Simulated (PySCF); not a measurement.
Al(H)(Cl)(Me) (CH₄AlCl), SMILES [CH3][AlH][Cl]. Atoms are numbered in the order given.

```xyz
7

Al    -0.4059    -0.6206    -0.1645
H     -1.6139    -1.2078    -0.9944
Cl    -0.0287     1.4364    -0.4096
C      0.7390    -1.6189     1.0390
H      0.7088    -1.1901     2.0454
H      1.7815    -1.5680     0.7096
H      0.4544    -2.6714     1.1073
```
Charge 0, spin multiplicity 1.

Geometry: PBE0-D3(BJ)/def2-TZVP.

Computed with PySCF with PBE0/pcSseg-2.

GIAO shieldings, no solvent; atoms alike by connectivity are averaged. δ = σ(ref) − σ: ¹H against TMS (σ = 31.54 ppm); ³⁵Cl against HCl (σ = 943.3 ppm); ¹³C against TMS (σ = 186.1 ppm), references at their B3LYP-D3(BJ)/def2-TZVP geometries, non-relativistic (without spin–orbit terms, shifts of atoms bonded to Cl or Br come out too high).

```csv
nucleus,atoms,count,δ (ppm)
¹H,H2,1,5.46
¹H,"H5, H6, H7",3,-0.11
³⁵Cl,Cl3,1,69.6
¹³C,C4,1,-6.0
```
